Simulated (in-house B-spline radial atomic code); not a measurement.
## Co⁶⁺: [Ar] 3d3

Computed with an all-electron radial atomic-structure program (B-spline basis): Dirac-Kohn-Sham OLYP, spherical fractional occupations, Fermi nucleus of rms radius 3.7875 fm.

Z_r = [3n² - l(l+1)]/(2<r>); Z_e = n√(-2ε); the last column is Slater's effective charge. Values are occupation-weighted means over j.

```json
{"shell": "1s", "electrons": "2", "ε (eV)": "-7708.9", "<r> (bohr)": "0.0562", "Z_r": "26.69", "Z_e": "23.80", "Slater": "26.70"}
{"shell": "2s", "electrons": "2", "ε (eV)": "-1021.3", "<r> (bohr)": "0.255", "Z_r": "23.53", "Z_e": "17.33", "Slater": "22.85"}
{"shell": "2p", "electrons": "6", "ε (eV)": "-892.25", "<r> (bohr)": "0.2247", "Z_r": "22.25", "Z_e": "16.20", "Slater": "22.85"}
{"shell": "3s", "electrons": "2", "ε (eV)": "-213.27", "<r> (bohr)": "0.7389", "Z_r": "18.27", "Z_e": "11.88", "Slater": "15.75"}
{"shell": "3p", "electrons": "6", "ε (eV)": "-175.28", "<r> (bohr)": "0.7592", "Z_r": "16.46", "Z_e": "10.77", "Slater": "15.75"}
{"shell": "3d", "electrons": "3", "ε (eV)": "-114.75", "<r> (bohr)": "0.7865", "Z_r": "13.35", "Z_e": "8.71", "Slater": "8.30"}
```

The least bound orbital is 3d5/2 at -114.6 eV, and it is also the most diffuse (<r> = 0.7874 bohr).

Spin-orbit splittings of the orbital energies (j = l + 1/2 above j = l - 1/2 when positive): 2p 14.82 eV, 3p 2.126 eV, 3d 0.2992 eV.

For the 1s electron the small component carries 0.945 % of the norm, the zero-frequency Breit interaction raises the level by 9.458 eV, self-energy by 4.693 eV, and vacuum polarisation lowers it by 0.4087 eV.

The density falls to 0.001 bohr⁻³ at 2.172 bohr; Σ<r²> = 8.0497 bohr² gives, by the non-relativistic formula and without the paramagnetism of open shells, a Langevin diamagnetic susceptibility of -6.375×10⁻⁶ cm³/mol.
